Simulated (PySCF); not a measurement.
**Computed properties of C₃H₁₁ClSi₂, SMILES [SiH3]C[Si](Cl)(C)C**

C3H11ClSi2, SMILES C[Si](Cl)(C)C[SiH3]. Geometry: PBE0-D3(BJ)/def2-SVP. This is a generated structure with no PubChem entry under its InChIKey; it may be hypothetical. Other conformers were not sampled. All values are computed for the isolated molecule unless a solvent is named; none is compared with measurement here.

**Structure.** All 45 harmonic modes at PBE0-D3(BJ)/def2-SVP (PySCF) are real, so it is a minimum. With heavy atoms numbered as in [CH3:1][Si:2]([CH3:3])([Cl:4])[CH2:5][SiH3:6], the shortest bond between them is C1–Si2 at 1.868 Å and the longest Si2–Cl4 at 2.095 Å.

**Vibrations.** The strongest infrared lines (harmonic, unscaled, degenerate partners summed) lie at 857 cm⁻¹ (172 km/mol, H 63 %, C 21 %, Si 16 %), 840 cm⁻¹ (161 km/mol, H 60 %, C 23 %, Si 17 %), 934 cm⁻¹ (148 km/mol, H 89 %, Si 9 %). The softest mode is at 44 cm⁻¹ and the zero-point energy is 80.4 kcal/mol.

**Electronic structure.** HF/def2-TZVP (PySCF) places the frontier levels at -11.43 and 3.06 eV, a gap of 14.49 eV, and gives a dipole moment of 2.63 D. PBE/def2-TZVP (PySCF) at the same geometry gives -7.05 and -0.28 eV, so its gap is 7.72 eV narrower. An orbital gap is neither the optical nor the fundamental gap.

**Excitations.** TDA-M06-2X/def2-SVPD (PySCF) has S1 at 7.77 eV (159 nm, f = 0.074, bright); the most intense of the 6 singlets computed lies at 8.47 eV (f = 0.08). T1 (TDA) is at 7.56 eV, 0.21 eV under S1. TDA-PBE/def2-SVPD (PySCF) puts S1 at 6.66 eV. No vertical singlet excitation falls in the visible range (under 3.1 eV).

**NMR.** GIAO shifts at KT2/pcSseg-1 (PySCF) (non-relativistic, atoms alike by connectivity averaged): ¹³C from -0.6 to 6.3 ppm against TMS; ¹H from 0.3 to 4.3 ppm against TMS; ²⁹Si from -72.7 to 41.4 ppm against TMS. Without spin–orbit terms, shifts of atoms bonded to Cl or Br come out too high.

**Solvation.** SMD-B3LYP/def2-SVP (PySCF) gives 1.8 kcal/mol in water, -3.6 kcal/mol in chlorobenzene, -3.1 kcal/mol in tetrahydrofuran (1 M in both phases, gas-phase geometry).
